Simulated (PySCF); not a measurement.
Optical rotation: `C[C@@H](C#N)[C@@H]1C[C@@H](F)O1`, C$_{6}$H$_{8}$FNO

Molfile (atoms numbered from 1):
```
C6H8FNO
     RDKit          3D

 17 17  0  0  0  0  0  0  0  0999 V2000
   -1.9914   -0.9787    0.0360 C   0  0  0  0  0  0  0  0  0  0  0  0
   -0.9770    0.1115   -0.3230 C   0  0  1  0  0  0  0  0  0  0  0  0
   -1.5633    1.4237   -0.1769 C   0  0  0  0  0  0  0  0  0  0  0  0
   -2.0308    2.4590   -0.0526 N   0  0  0  0  0  0  0  0  0  0  0  0
    0.2588    0.0079    0.5753 C   0  0  2  0  0  0  0  0  0  0  0  0
    1.4758    0.8668    0.1963 C   0  0  0  0  0  0  0  0  0  0  0  0
    2.1765   -0.4815    0.0342 C   0  0  1  0  0  0  0  0  0  0  0  0
    3.1369   -0.7020    0.9831 F   0  0  0  0  0  0  0  0  0  0  0  0
    1.0092   -1.1940    0.3156 O   0  0  0  0  0  0  0  0  0  0  0  0
   -1.5015   -1.9469   -0.0283 H   0  0  0  0  0  0  0  0  0  0  0  0
   -2.3584   -0.8381    1.0501 H   0  0  0  0  0  0  0  0  0  0  0  0
   -2.8361   -0.9549   -0.6479 H   0  0  0  0  0  0  0  0  0  0  0  0
   -0.6627   -0.0122   -1.3670 H   0  0  0  0  0  0  0  0  0  0  0  0
   -0.0327    0.0658    1.6296 H   0  0  0  0  0  0  0  0  0  0  0  0
    1.8842    1.4839    0.9909 H   0  0  0  0  0  0  0  0  0  0  0  0
    1.3705    1.4445   -0.7176 H   0  0  0  0  0  0  0  0  0  0  0  0
    2.6350   -0.7429   -0.9277 H   0  0  0  0  0  0  0  0  0  0  0  0
  1  2  1  0
  2  3  1  0
  3  4  3  0
  2  5  1  0
  5  6  1  0
  6  7  1  0
  7  8  1  0
  7  9  1  0
  9  5  1  0
  1 10  1  0
  1 11  1  0
  1 12  1  0
  2 13  1  6
  5 14  1  1
  6 15  1  0
  6 16  1  0
  7 17  1  6
M  END
```

Level of theory: TDDFT B3LYP/def2-SVPD circular dichroism and optical rotation, one conformer, gas phase in PySCF. Geometry: GFN2-xTB.

The molecule is flexible and this is one conformer; a measurement averages over conformers. States above about 8.6 eV lie in this functional's continuum (it starts at minus the energy of the highest occupied orbital, well below the true ionisation energy for most functionals) and depend on the basis.

Stereocentres: C2 S, C5 S, C7 R.

Problem. Give the optical rotatory dispersion at 633, 589.3, 546, 436, 405, 365, 355 nm.

Solution. [α] in deg dm⁻¹ (g/mL)⁻¹:
```tsv
λ (nm)	origin-invariant length gauge	modified velocity gauge	length gauge (centre of mass)	isotropic polarisability (au)
633	-74.7	-83.9	-76.1	77.9
589.3	-87.8	-98.6	-89.6	78.1
546	-104.8	-117.6	-106.9	78.4
436	-181.7	-203.2	-185.1	79.5
405	-220.2	-246.0	-224.2	80.0
365	-292.8	-326.5	-298.1	80.9
355	-317.1	-353.3	-322.7	81.2
```

Problem. And for the mirror image at 589.3 nm?

Solution. +87.8 deg dm⁻¹ (g/mL)⁻¹ (origin-invariant length gauge): the same size and the opposite sign.

Problem. What is the molar rotation [Φ] = [α]·M/100 of the geometry above at 589.3 nm?

Solution. With M = 129.13 g/mol, -113.4 deg cm² dmol⁻¹ (origin-invariant length gauge).

The first excitation lies at 7.54 eV (164 nm) with R = -0.9 × 10⁻⁴⁰ esu² cm² (velocity form).
